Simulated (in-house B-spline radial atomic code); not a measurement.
Results of a calculation; reference values are marked as such.
# What the choice of pseudopotential does to G0W0 on PBE0: Cs⁺

All numbers come from an all-electron radial atomic-structure program (B-spline basis), non-relativistic (model numbers for so heavy an element), configuration [Kr] 4d10 5s2 5p6, open shells at high spin. Semilocal Troullier-Martins pseudo-atoms, one channel per l, are made with PBE or LDA for several valence sets and radii, with or without a model core, and set against the all-electron atom. One channel fits only the lowest state of its l, so a second state of that l is approximate. All electrons give 5p: PBE0 -20.111 eV, G0W0 -23.718 eV, 5s: PBE0 -32.25 eV, G0W0 -34.35 eV. Potentials are made in the ion's own configuration unless the neutral atom is named, and a smooth local potential serves every l without a channel. Potentials that miss their own reference levels by more than 6 millihartree, or need radii over 3.5 bohr, are left out. Columns give pseudo minus all-electron, in eV; a dash marks a level in the core or of low weight.

```tsv
valence	made with	radii (bohr)	model core (bohr)	5p PBE0	5p G0W0	5s PBE0	5s G0W0
5p	PBE, neutral atom	s 3.40 p 1.81 d 3.05	none	+0.46	+0.87	-	-
5p	PBE, neutral atom	s 3.40 p 1.81 d 3.05	1.41	+0.69	+1.14	-	-
5p	PBE, neutral atom	s 3.40 p 2.08 d 3.40	1.41	+0.69	+1.14	-	-
5s 5p	LDA	s 1.44 p 1.60 d 2.44	none	-0.10	-0.02	-0.16	+0.19
5s 5p	LDA, neutral atom	s 1.60 p 1.81 d 3.05	none	-0.14	-0.04	-0.20	+0.18
5s 5p	PBE, neutral atom	s 2.09 p 2.35 d 3.40	none	0.00	+0.13	+0.01	+0.41
5s 5p	LDA, neutral atom	s 1.28 p 1.45 d 2.44	1.29	-0.20	-0.08	+0.03	+0.41
5s 5p	PBE	s 1.85 p 2.08 d 3.11	1.29	+0.08	+0.23	+0.29	+0.71
4d 5s 5p	PBE, neutral atom	s 1.45 p 1.63 d 0.65	none	-0.16	-0.56	-	-
4d 5s 5p	LDA, neutral atom	s 1.60 p 1.81 d 0.72	none	-0.18	-0.57	-	-
4d 5s 5p	PBE, neutral atom	s 1.85 p 2.08 d 0.83	none	-0.15	-0.55	-	-
4d 5s 5p	PBE	s 1.29 p 1.45 d 0.58	0.54	-0.16	-0.53	+0.15	-0.31
4d 5s 5p	PBE, neutral atom	s 1.61 p 1.81 d 0.72	0.54	-0.15	-0.54	-0.04	-0.49
4d 5s 5p	PBE, neutral atom	s 1.85 p 2.08 d 0.83	0.54	-0.15	-0.55	-	-
```

Task: How does the G0W0 shift of 5p, which all sets hold, depend on the valence set?

Result: Mean size: 5s 5p: 0.10 eV; 4d 5s 5p: 0.55 eV; 5p: 1.05 eV. A larger valence set can do worse when it takes only part of a shell, whose exchange with the frozen rest is then left to the functional. The means mix radii and the functional used in making the potentials.
